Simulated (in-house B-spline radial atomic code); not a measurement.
Ionising Pb XLVI (Pb45+) with different functionals

Computed with a radial B-spline atomic code at the basis-set limit: scalar-relativistic (spin-free X2C) Hamiltonian, Fermi nucleus of rms radius 5.5012 fm, spin-polarised at highest spin, spherical fractional occupations for the functionals. The ionisation energy is the difference of two self-consistent energies, [Kr] 4d1 → [Ar] 3d10 4s2 4p6, without Breit or QED terms; ε is the level of the shell that loses the electron (its least bound occupied spin orbital). There is no spin-orbit coupling in this Hamiltonian.

Hybrids are left out here: with spherical fractional occupations of an open shell their exact exchange keeps a self-interaction that integer-occupation calculations don't have.

```json
{"method": "OLYP", "rung": "GGA", "ΔSCF (eV)": "?", "-ε(4d) (eV)": "?"}
{"method": "BLYP", "rung": "GGA", "ΔSCF (eV)": "?", "-ε(4d) (eV)": "?"}
{"method": "TPSS", "rung": "meta-GGA", "ΔSCF (eV)": "2276.1", "-ε(4d) (eV)": "2244.9"}
{"method": "SCAN", "rung": "meta-GGA", "ΔSCF (eV)": "2274.9", "-ε(4d) (eV)": "2244.1"}
```

(1) What does BLYP give?

(2) What does OLYP give?

(3) How do they compare with the NIST value?

Results:

(1) ΔSCF 2276.8 eV, and -ε(4d) = 2245.4 eV.

(2) ΔSCF 2280.2 eV, and -ε(4d) = 2248.9 eV.

(3) NIST lists 2292 eV ± 4 (tabulated theory, ground level to ground level). Errors run from -17.1 to -11.8 eV. The correlated functionals all miss on the same side by more than they spread, so the cause is common to them (spin-orbit coupling, Breit-QED terms, multiplet and fine-structure energies, or a listed next ion that isn't the cheapest removal here) and closeness doesn't rank the functionals.
